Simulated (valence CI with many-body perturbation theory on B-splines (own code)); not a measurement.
## E1 line list for Bi⁺

Method: relativistic CI+MBPT: four valence electrons over a frozen Dirac-Fock core [Xe] 4f14 5d10, a basis of 11 s, 11 p, 10 d, 8 f, 5 g, 2 h functions for each j, with the one-electron correlation potential Σ1, the two-electron term Σ2, the three-electron term Σ3, Breit, model QED; selected CI, second order for the rest, scaled by the run's own slope (own B-spline code, finite nucleus).

Set against measurement, 25 paired levels are off by 185 cm⁻¹ on average, the worst by 535. These come from a selection out of the NIST Handbook of Basic Atomic Spectroscopic Data. Levels without a partner in it may be off by more. Among the levels kept, up to 480 cm⁻¹ of a level comes from second order outside the variational space, and about a tenth of that is noise between levels of different J, which matters for small intervals.

Lines 1 to 50 of 500 in falling wavelength, among levels below 124709 cm⁻¹, chosen from the strongest by gf and those to the six lowest levels. Wavelengths and rates use the calculated energies, so an error of 200 cm⁻¹ moves a line at 48850 Å by 9.8 % and its rate by three times that or more. Electric multipoles are in the length gauge, E1 and E2 with the static RPA response of the core. Weak lines are less certain than strong ones. Lines between different terms over intervals too small for the method are left out, as are lines whose strength nearly cancels. Where a level lies close to another of its J and parity, the split of strength between their lines is uncertain. The highest levels of a list are the least certain.

Levels are named by their leading jj configuration (3d3/2^4 stands for four electrons in 3d with j = 3/2), which in mixed levels can hold well under half, so a name can repeat and another be missing. Letters in brackets count levels of one name in rising energy.

```
λ vac (Å)                       Upper                       Lower   A (s⁻¹)  log gf  Branch %
    48850        (6s^2 6p1/2 11s) J=1     (6s^2 6p1/2 10p1/2) J=0  5.24e+05   -0.25       0.3
    48270     (6s^2 6p1/2 10p3/2) J=1        (6s^2 6p1/2 10s) J=0  1.81e+06    0.28      12.2
    46000     (6s^2 6p1/2 10p3/2) J=1        (6s^2 6p1/2 10s) J=1  7.66e+05   -0.14       5.2
    45210     (6s^2 6p1/2 10p3/2) J=2        (6s^2 6p1/2 10s) J=1  2.63e+06    0.61      22.6
    44380        (6s^2 6p1/2 11s) J=0     (6s^2 6p1/2 10p1/2) J=1  1.85e+06   -0.26       2.3
    43540        (6s^2 6p1/2 11s) J=1     (6s^2 6p1/2 10p1/2) J=1  1.39e+06    0.07       0.8
    42830      (6s^2 6p1/2 7d5/2) J=2      (5f5/2 6s^2 6p1/2) J=3  1.22e+05   -0.78       0.0
    40850      (6s^2 6p1/2 6f5/2) J=2  (6s 6p1/2 6p3/2^2) J=1 [a]  9.31e+04   -0.93       0.1
    40800      (5f7/2 6s^2 6p1/2) J=4      (6s^2 6p3/2 6d3/2) J=3  2.77e+05   -0.21       0.1
    39970      (6s^2 6p1/2 9p1/2) J=1         (6s^2 6p1/2 9s) J=1  1.02e+06   -0.14      12.5
    39840      (6s^2 6p1/2 7d5/2) J=2      (5f7/2 6s^2 6p1/2) J=3  4.38e+05   -0.28       0.0
    39280      (6s^2 6p1/2 9p3/2) J=1      (6s^2 6p1/2 8d3/2) J=2  1.06e+05   -1.13       0.5
    38790      (6s^2 6p1/2 7d5/2) J=3      (5f7/2 6s^2 6p1/2) J=4  5.25e+05   -0.08       0.0
    38530      (5f7/2 6s^2 6p1/2) J=3  (6s^2 6p3/2 6d5/2) J=2 [b]  4.87e+04   -1.12       0.0
    38180      (6s^2 6p1/2 9p3/2) J=2      (6s^2 6p1/2 8d3/2) J=2  2.81e+05   -0.51       1.4
    38170      (6s^2 6p1/2 7d5/2) J=2      (5f5/2 6s^2 6p1/2) J=2  6.52e+04   -1.15       0.0
    37030      (6s^2 6p1/2 9p1/2) J=1         (6s^2 6p1/2 9s) J=0  1.03e+06   -0.20      12.6
    35400        (6s^2 6p1/2 10s) J=1      (6s^2 6p1/2 9p3/2) J=2  4.57e+06    0.41       0.6
    34500        (6s^2 6p1/2 10s) J=1      (6s^2 6p1/2 9p3/2) J=1  8.81e+05   -0.33       0.1
    33330        (6s^2 6p1/2 10s) J=0      (6s^2 6p1/2 9p3/2) J=1  7.12e+06    0.07       4.5
    32920      (6s^2 6p1/2 9p1/2) J=0         (6s^2 6p1/2 9s) J=1  3.52e+06   -0.24      22.5
    32430      (6s^2 6p1/2 8p3/2) J=2      (6s^2 6p1/2 7d3/2) J=2  2.37e+05   -0.73       0.4
    32420      (6s^2 6p1/2 9p1/2) J=1  (6s 6p1/2 6p3/2^2) J=1 [a]  1.53e+06   -0.14      18.8
    31430      (6s^2 6p3/2 6d5/2) J=1      (5f5/2 6s^2 6p1/2) J=2  3.53e+05   -0.80       0.0
    31420        (6s^2 6p1/2 10s) J=1      (6s^2 6p1/2 9p1/2) J=0  1.12e+06   -0.30       0.1
    30430      (6s^2 6p3/2 7p1/2) J=2      (6s^2 6p3/2 6d3/2) J=3  3.81e+05   -0.58       0.3
    30100      (6s^2 6p1/2 9p3/2) J=1         (6s^2 6p1/2 9s) J=1  1.01e+06   -0.39       4.5
    29450      (6s^2 6p1/2 9p3/2) J=2         (6s^2 6p1/2 9s) J=1  3.82e+06    0.39      19.1
    28400      (6s^2 6p1/2 9p3/2) J=1         (6s^2 6p1/2 9s) J=0  4.04e+06    0.17      17.9
    27620      (6s^2 6p1/2 9p1/2) J=0  (6s 6p1/2 6p3/2^2) J=1 [a]  1.33e+06   -0.82       8.5
    26890        (6s^2 6p1/2 10s) J=1      (6s^2 6p1/2 9p1/2) J=1  2.39e+06   -0.11       0.3
    26630  (6s 6p1/2 6p3/2^2) J=1 [b]      (6s^2 6p1/2 9p3/2) J=2  8.20e+05   -0.58       0.0
    26270      (6s^2 6p1/2 7f5/2) J=3  (6s^2 6p1/2 8d5/2) J=2 [b]  3.30e+06    0.38       6.2
    26170        (6s^2 6p1/2 10s) J=0      (6s^2 6p1/2 9p1/2) J=1  4.39e+06   -0.35       2.8
    26120  (6s 6p1/2 6p3/2^2) J=1 [b]      (6s^2 6p1/2 9p3/2) J=1  5.51e+05   -0.77       0.0
    25970      (6s^2 6p3/2 7p1/2) J=2  (6s^2 6p3/2 6d5/2) J=2 [b]  1.27e+05   -1.19       0.1
    25860      (6s^2 6p1/2 7f7/2) J=3  (6s^2 6p1/2 8d5/2) J=2 [b]  2.37e+06    0.22       5.0
    25720      (6s 6p1/2 6p3/2^2) J=0      (6s^2 6p1/2 8p3/2) J=1  1.12e+06   -0.95       0.0
    25600      (6s^2 6p1/2 9p3/2) J=1  (6s 6p1/2 6p3/2^2) J=1 [a]  1.25e+06   -0.43       5.5
    25340      (6s^2 6p1/2 7f5/2) J=2  (6s^2 6p1/2 8d5/2) J=2 [b]  1.02e+06   -0.31       2.1
    25130      (6s^2 6p1/2 9p3/2) J=2  (6s 6p1/2 6p3/2^2) J=1 [a]  2.72e+06    0.11      13.6
    25110      (6s^2 6p3/2 6d5/2) J=3      (5f7/2 6s^2 6p1/2) J=4  1.42e+05   -1.03       0.0
    24760         (6s^2 6p3/2 8s) J=2      (6s^2 6p1/2 9p3/2) J=1  2.04e+05   -1.03       0.1
    24220         (6s^2 6p1/2 9s) J=1      (6s^2 6p3/2 7p3/2) J=2  4.46e+05   -0.93       0.0
    24190      (5f5/2 6s^2 6p1/2) J=2      (6s^2 6p3/2 6d3/2) J=1  1.81e+05   -1.10       0.1
    23720      (6s^2 6p1/2 9d3/2) J=2      (6s^2 6p1/2 9p3/2) J=2  1.05e+06   -0.35       0.6
    23320      (6s^2 6p1/2 9d3/2) J=2      (6s^2 6p1/2 9p3/2) J=1  5.12e+05   -0.68       0.3
    23210      (6s^2 6p1/2 6g7/2) J=3      (6s^2 6p1/2 9p3/2) J=2  2.94e+05   -0.78       0.7
    22440      (6s^2 6p1/2 9d3/2) J=1      (6s^2 6p1/2 9p3/2) J=2  3.78e+05   -1.07       0.0
    22440      (6s^2 6p1/2 9d5/2) J=3      (6s^2 6p1/2 9p3/2) J=2  8.61e+06    0.66       6.1
```

Task: How does gf follow from A for the line at 28400 Å?

Result: gf = 1.4992 × (2J+1)_upper × A / σ², with σ = 3521 cm⁻¹ and 2J+1 = 3: gf = 1.47.
